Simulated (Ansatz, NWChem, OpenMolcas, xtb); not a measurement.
How methods differ on SiCl4 (silicon tetrachloride)

SiCl4: 5 atoms, total charge 0, spin state singlet. SMILES: `Cl[Si](Cl)(Cl)Cl`. Geometry: relaxed at PBE0-D4/def2-TZVP.

```tsv
atom	x (Å)	y (Å)	z (Å)
Cl	-0.9626	-0.0876	1.7623
Si	0.0100	-0.0147	-0.0083
Cl	1.6554	-1.1859	0.0781
Cl	-1.2121	-0.6769	-1.4761
Cl	0.5593	1.8914	-0.3975
```

Quantity: the vertical ionisation energy (to the doublet cation), in eV. The values are calculated.

| level | kind | program | value (eV) | less CCSD(T)/cc-pVDZ | CPU time (all runs) |
| --- | --- | --- | --- | --- | --- |
| GFN2-xTB | semi-empirical | xtb | 14.95 | +3.23 | under 2 s |
| PBE/cc-pVDZ | GGA | OpenMolcas | 10.83 | -0.89 | 3 min |
| r2SCAN/cc-pVDZ | meta-GGA | Ansatz | 11.23 | -0.49 | 80 s |
| BHLYP/cc-pVDZ | global hybrid | Ansatz | 11.97 | +0.25 | 2.8 min |
| wB97X/cc-pVDZ | range-separated hybrid | NWChem | 12.16 | +0.44 | 5.1 min |
| PBE-QIDH/cc-pVDZ | double hybrid | Ansatz | 12.19 | +0.47 | 4.4 min |
| RPA@PBE0/cc-pVDZ | RPA | Ansatz | 11.35 | -0.37 | 81 s |
| MP2/cc-pVDZ | perturbation theory | Ansatz | 12.29 | +0.57 | 81 s |
| CCSD(T)/cc-pVDZ, open shells restricted | coupled cluster or CI | OpenMolcas | 11.72 | 0.00 | 1.7 min |
| CCSD/cc-pVDZ | coupled cluster or CI | Ansatz | 11.92 | +0.20 | 2.2 min |

Differences are taken from CCSD(T)/cc-pVDZ, open shells restricted for orientation; it has basis-set and higher-order errors of its own. The values span 10.83 to 14.95 eV. The xTB values lack the empirical shift that such differences need. CPU times are rough (shared hosts, several kinds of processor): they show what a rung costs within a factor of a few.
